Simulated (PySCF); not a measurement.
All values below come from PBE-D3(BJ)/def2-TZVPD // CAM-B3LYP-D3(BJ)/def2-TZVPD (PySCF). Gas-phase values, no solvent. One relaxed conformer stands for a flexible species; it need not be the lowest. 

Reference species (SMILES): `[O-][SiH2]O` (O–Si–O–H torsion 180°) (charge -1, multiplicity 1).

The HOMO comes out as -0.02 eV.

Changed species: `N#C[SiH2][O-]` (X = cyano, proton removed; the reference has X = hydroxy, proton removed).

Problem. Give the shifts of the HOMO.

Solution. the HOMO drops by 0.80 eV, to -0.82 eV.
